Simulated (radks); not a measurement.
Q: Eu45+, configuration [Ar]. Calculated with a radial shooting solver on a logarithmic mesh with Libxc functionals: scalar-relativistic Kohn-Sham, r2SCAN, spin-polarised, spherical densities, finite nucleus; meta-GGA in the generalised Kohn-Sham scheme; Fermi nuclear charge, rms radius 5.1115 fm. Some entries of the table are withheld. Estimate them.

| orbital | occ. | eigenvalue (hartree) | r(max) (bohr) |
|---|---|---|---|
| 1s | 2 | -1883.824 | 0.01420 |
| 2s | 2 | -393.8873 | (1) |
| 2p | 6 | (2) | 0.06481 |
| 3s | 2 | -150.6268 | 0.2179 |
| 3p | 6 | -140.9007 | (3) |
| 3d | 0 | -130.2712 | 0.1687 |
| 4s | 0 | -77.16547 | 0.4391 |
| 4p | 0 | -73.24601 | 0.4416 |

A: 
(1) 2s r(max) (bohr): 0.08017
(2) 2p eigenvalue (hartree): -362.6041
(3) 3p r(max) (bohr): 0.2114
